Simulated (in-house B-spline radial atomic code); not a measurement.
Successive ionisation energies of strontium; each step leads to the configuration of the next row (after the last: [Ar] 3d8). Dirac energy differences include first-order Breit, QED and recoil terms. NIST's values go from ground level to ground level; the uncertainty of those that are theory runs from under 0.1 % in few-electron ions to several per cent in heavy many-electron ones. Computed with an all-electron radial atomic-structure program (B-spline basis): Dirac-Hartree-Fock, average of the configuration, finite nuclei.

| ion | configuration | ionisation energy (eV) | tabulated value (eV) | tabulated kind | computed minus tabulated (eV) | highest orbital | largest mean radius (bohr) |
| --- | --- | --- | --- | --- | --- | --- | --- |
| Sr | [Kr] 5s2 | 4.7 | 5.694867 | measured | -0.9 | 5s1/2 | 4.564 |
| Sr+ | [Kr] 5s1 | 10.4 | 11.03028 | measured | -0.6 | 5s1/2 | 4.0538 |
| Sr2+ | [Ar] 3d10 4s2 4p6 | 42.2 | 42.88353 | measured | -0.7 | 4p3/2 | 1.5646 |
| Sr3+ | [Ar] 3d10 4s2 4p5 | 56.2 | 56.28 | semi-empirical | -0.1 | 4p3/2 | 1.5084 |
| Sr4+ | [Ar] 3d10 4s2 4p4 | ? | ? | semi-empirical | ? | ? | ? |
| Sr5+ | [Ar] 3d10 4s2 4p3 | 86.5 | 88 | tabulated theory | -1.5 | 4p3/2 | 1.4162 |
| Sr6+ | [Ar] 3d10 4s2 4p2 | ? | ? | tabulated theory | ? | ? | ? |
| Sr7+ | [Ar] 3d10 4s2 4p1 | 119.6 | 121.21 | semi-empirical | -1.6 | 4p3/2 | 1.3412 |
| Sr8+ | [Ar] 3d10 4s2 | 156.0 | 158.33 | semi-empirical | -2.3 | 4s1/2 | 1.215 |
| Sr9+ | [Ar] 3d10 4s1 | 176.1 | 177.3 | measured | -1.2 | 4s1/2 | 1.1896 |
| Sr10+ | [Ar] 3d10 | ? | ? | measured | ? | ? | ? |
| Sr11+ | [Ar] 3d9 | 366.3 | 362 | tabulated theory | 4.3 | 3d5/2 | 0.48867 |

**Question.** Fill in the row of Sr4+.

**Answer.** ionisation energy (eV): 71.0; tabulated value (eV): 70.7; computed minus tabulated (eV): 0.3; highest orbital: 4p3/2; largest mean radius (bohr): 1.4596.

**Question.** Fill in the row of Sr6+.

**Answer.** ionisation energy (eV): 102.7; tabulated value (eV): 104; computed minus tabulated (eV): -1.3; highest orbital: 4p3/2; largest mean radius (bohr): 1.377.

**Question.** Fill in the row of Sr10+.

**Answer.** ionisation energy (eV): 323.0; tabulated value (eV): 324.07; computed minus tabulated (eV): -1.1; highest orbital: 3d5/2; largest mean radius (bohr): 0.49496.

**Question.** Where is the largest jump?

**Answer.** From Sr+ to Sr2+, by a factor of 4.04 (10.438 to 42.216 eV); the highest orbital goes from 5s1/2 to 4p3/2.

Where a p, d or f electron is removed, the computed value is a mean over both j, so it misses the tabulated one by a part of the spin-orbit splitting; averaging over terms and missing correlation add to the gap, relatively most at low charge.
